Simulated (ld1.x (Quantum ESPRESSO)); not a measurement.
Which change was made? (Fe, TM)

Fe, norm-conserving Troullier–Martins (Kleinman–Bylander form), made with ld1.x (Quantum ESPRESSO) 7.5 (LDA (PZ), scalar-relativistic). Core [Ar], reference 3d6 4s2 4p0. Waves: 4s (bound): rc 2.65 bohr; 4p (bound, empty): rc 3.40 bohr; 3d (bound): rc 0.95 bohr. Local part: all-electron potential smoothed inside 0.75 bohr (lloc = -1). Core correction: Bessel-smoothed model core inside 0.90 bohr.

Cutoffs, loose and tight: the cutoffs (Ry, on a coarse ladder) from which the occupation-weighted sum of valence levels, in a spherical-Bessel basis at the reference potential, stays within 10 and 1 mRy of its value at 400 Ry. They do not see the model core or the augmentation charge, which bear on the density cutoff. Test errors are all-electron minus pseudo excitation energies from the reference, over the configurations 3d6 4s1 4p0; 3d6 4s0 4p0; 3d5 4s0 4p0; 3d6 4s1.5 4p0; 3d7 4s1 4p0; 3d6 4s1 4p1; 3d5 4s2 4p1 (two spin-polarised tests are not counted in the largest error); variants that change the core or the reference have their own tests. The largest error is taken over the tests solved by every variant that gives reliable tests at all, those not shown here included: 3d6 4s1 4p0; 3d6 4s1 4p1; 3d6 4s1.5 4p0.

The base gives: outcome: generated; cutoff, loose: 200 Ry; cutoff, tight: 260 Ry; bound ghosts: s, p; largest test error (meV): -6.5.

(1) After one change the result is: outcome: generated; cutoff, loose: 120 Ry; cutoff, tight: 200 Ry; bound ghosts: s, p; largest test error (meV): -5.4. Which change was it?
A. local potential all-electron potential smoothed inside 3.94 bohr (lloc = -1)
B. type PAW; waves now 4s (bound): rcut 2.30, rcutus 2.65 bohr; 4s channel at 4.05 Ry: rcut 2.30, rcutus 2.65 bohr; 4p (bound): rcut 2.95, rcutus 3.40 bohr; 4p channel at 0.35 Ry: rcut 2.95, rcutus 3.40 bohr; 3d (bound): rcut 0.85, rcutus 0.95 bohr; 3d channel at 0.65 Ry: rcut 0.85, rcutus 0.95 bohr; local potential all-electron potential smoothed inside 3.25 bohr (lloc = -1); augmentation BESSEL, radius 0.80 bohr
C. wave 3d (bound): rc 0.95 bohr becomes 3d (bound): rc 1.38 bohr

Results:

(1) C. The others give: type PAW; waves now 4s (bound): rcut 2.30, rcutus 2.65 bohr; 4s channel at 4.05 Ry: rcut 2.30, rcutus 2.65 bohr; 4p (bound): rcut 2.95, rcutus 3.40 bohr; 4p channel at 0.35 Ry: rcut 2.95, rcutus 3.40 bohr; 3d (bound): rcut 0.85, rcutus 0.95 bohr; 3d channel at 0.65 Ry: rcut 0.85, rcutus 0.95 bohr; local potential all-electron potential smoothed inside 3.25 bohr (lloc = -1); augmentation BESSEL, radius 0.80 bohr → outcome: generated; cutoff, loose: 120 Ry; cutoff, tight: 200 Ry; bound ghosts: none; largest test error (meV): -1.2 | local potential all-electron potential smoothed inside 3.94 bohr (lloc = -1) → outcome: generated; cutoff, loose: 200 Ry; cutoff, tight: 300 Ry; bound ghosts: p; largest test error (meV): -18.
